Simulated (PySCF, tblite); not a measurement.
Isomers of C2H9FSSi2, one GFN2-xTB conformer each. Single-point energies are computed at PBE0/pcSseg-1 (PySCF, gas phase, no added dispersion term), electronic only.

```csv
SMILES,GFN2-xTB relative energy (kcal/mol)
F[SiH2]CCS[SiH3],0.0
FC[C@H]([SiH3])[SiH2]S,43.0
CS[SiH2][C@H](F)[SiH3],54.3
C[SiH2][C@H](F)[SiH2]S,51.7
C[SiH2][Si@@H](F)SC,13.8
CS[SiH2][SiH2]CF,55.9
F[C@H](C[SiH3])[SiH2]S,45.3
C[Si@@H](F)SC[SiH3],9.9
CS[Si@H](F)C[SiH3],9.9
```

Conformers: `[F:1][SiH2:2][CH2:3][CH2:4][S:5][SiH3:6]` with F1–Si2–C3–C4 54°, Si2–C3–C4–S5 -177°, C3–C4–S5–Si6 -72°; `[F:1][CH2:2][C@H:3]([SiH3:4])[SiH2:5][SH:6]` with F1–C2–C3–Si4 67°, C2–C3–Si5–S6 -169°, C3–Si5–S6–H 180°; `[CH3:1][S:2][SiH2:3][C@H:4]([F:5])[SiH3:6]` with C1–S2–Si3–C4 63°, S2–Si3–C4–F5 -67°; `[CH3:1][SiH2:2][C@H:3]([F:4])[SiH2:5][SH:6]` with C1–Si2–C3–F4 -171°, Si2–C3–Si5–S6 -70°, C3–Si5–S6–H -49°; `[CH3:1][SiH2:2][Si@@H:3]([F:4])[S:5][CH3:6]` with C1–Si2–Si3–F4 61°, Si2–Si3–S5–C6 -165°; `[CH3:1][S:2][SiH2:3][SiH2:4][CH2:5][F:6]` with C1–S2–Si3–Si4 -178°, S2–Si3–Si4–C5 -167°, Si3–Si4–C5–F6 -44°; `[F:1][C@H:2]([CH2:3][SiH3:4])[SiH2:5][SH:6]` with F1–C2–C3–Si4 -54°, F1–C2–Si5–S6 176°, C2–Si5–S6–H 174°; `[CH3:1][Si@@H:2]([F:3])[S:4][CH2:5][SiH3:6]` with C1–Si2–S4–C5 -153°, Si2–S4–C5–Si6 -81°; `[CH3:1][S:2][Si@H:3]([F:4])[CH2:5][SiH3:6]` with C1–S2–Si3–F4 -49°, S2–Si3–C5–Si6 -179°.

**Question.** What does PBE0/pcSseg-1 give for the same structures?

**Answer.** 
```tsv
SMILES	PBE0/pcSseg-1 E (Eh)	PBE0/pcSseg-1 (kcal/mol)	GFN2-xTB (kcal/mol)	point group
CS[Si@H](F)C[SiH3]	-1158.10550	0.0	9.9	C1
C[Si@@H](F)SC[SiH3]	-1158.10079	3.0	9.9	C1
C[SiH2][Si@@H](F)SC	-1158.09895	4.1	13.8	C1
F[SiH2]CCS[SiH3]	-1158.08040	15.8	0.0	C1
C[SiH2][C@H](F)[SiH2]S	-1158.02857	48.3	51.7	C1
FC[C@H]([SiH3])[SiH2]S	-1158.02733	49.1	43.0	C1
F[C@H](C[SiH3])[SiH2]S	-1158.01879	54.4	45.3	C1
CS[SiH2][SiH2]CF	-1158.01434	57.2	55.9	C1
CS[SiH2][C@H](F)[SiH3]	-1158.01015	59.8	54.3	C1
```

GFN2-xTB puts F[SiH2]CCS[SiH3] lowest instead; measured from each level's own lowest isomer, the values differ by up to 15.8 kcal/mol (F[SiH2]CCS[SiH3]: 0.0 against 15.8). As drawn, the lowest has an Si–F bond, which the highest lacks. Neighbours under 2.5 kcal/mol apart (C[Si@@H](F)SC[SiH3] and C[SiH2][Si@@H](F)SC; C[SiH2][C@H](F)[SiH2]S and FC[C@H]([SiH3])[SiH2]S) can change places with a better method, another conformer or zero-point energy.

**Question.** Which frontier levels, dipoles and rotational constants go with these structures?

**Answer.** 
```
                SMILES  HOMO (eV, PBE0/pcSseg-1)  LUMO (eV)  dipole (D)       A, B, C (MHz)
    CS[Si@H](F)C[SiH3]                     -7.07       0.17        0.79  4527, 827.2, 737.3
   C[Si@@H](F)SC[SiH3]                     -6.91      -0.16        0.61  3296, 982.5, 873.0
   C[SiH2][Si@@H](F)SC                     -6.98      -0.59        1.34  3857, 915.5, 785.4
      F[SiH2]CCS[SiH3]                     -6.93       0.01        2.61  4488, 676.1, 614.1
C[SiH2][C@H](F)[SiH2]S                     -7.48      -0.18        1.49   2016, 1280, 842.5
FC[C@H]([SiH3])[SiH2]S                     -7.32       0.23        1.34   2532, 1099, 846.2
F[C@H](C[SiH3])[SiH2]S                     -7.57       0.03        0.93   2380, 1089, 874.4
      CS[SiH2][SiH2]CF                     -6.78      -0.61        0.88  4629, 725.5, 647.5
CS[SiH2][C@H](F)[SiH3]                     -6.84      -0.07        1.18  3809, 887.5, 765.0
```

**Question.** What happens when harmonic zero-point energies from GFN2-xTB frequencies are added?

**Answer.** 
| SMILES | ZPE (kcal/mol) | electronic (kcal/mol) | with ZPE (kcal/mol) |
| --- | --- | --- | --- |
| CS[Si@H](F)C[SiH3] | 63.1 | 0.0 | 0.0 |
| C[Si@@H](F)SC[SiH3] | 63.1 | 3.0 | 2.9 |
| C[SiH2][Si@@H](F)SC | 64.4 | 4.1 | 5.5 |
| F[SiH2]CCS[SiH3] | 62.7 | 15.8 | 15.4 |
| C[SiH2][C@H](F)[SiH2]S | 60.8 | 48.3 | 46.0 |
| FC[C@H]([SiH3])[SiH2]S | 60.5 | 49.1 | 46.4 |
| F[C@H](C[SiH3])[SiH2]S | 60.2 | 54.4 | 51.6 |
| CS[SiH2][SiH2]CF | 62.8 | 57.2 | 56.9 |
| CS[SiH2][C@H](F)[SiH3] | 61.2 | 59.8 | 58.0 |

The zero-point energies span 4.2 kcal/mol. The order is unchanged.

**Question.** As an exercise, what shares would exp(−E/RT) give at 1000 K from these electronic energies alone (no entropy, no degeneracies)?

**Answer.** RT = 1.987 kcal/mol: CS[Si@H](F)C[SiH3] 73.9 %, C[Si@@H](F)SC[SiH3] 16.7 %, C[SiH2][Si@@H](F)SC 9.4 %, F[SiH2]CCS[SiH3] under 0.1 %, C[SiH2][C@H](F)[SiH2]S under 0.1 %, FC[C@H]([SiH3])[SiH2]S under 0.1 %, F[C@H](C[SiH3])[SiH2]S under 0.1 %, CS[SiH2][SiH2]CF under 0.1 %, CS[SiH2][C@H](F)[SiH3] under 0.1 %.
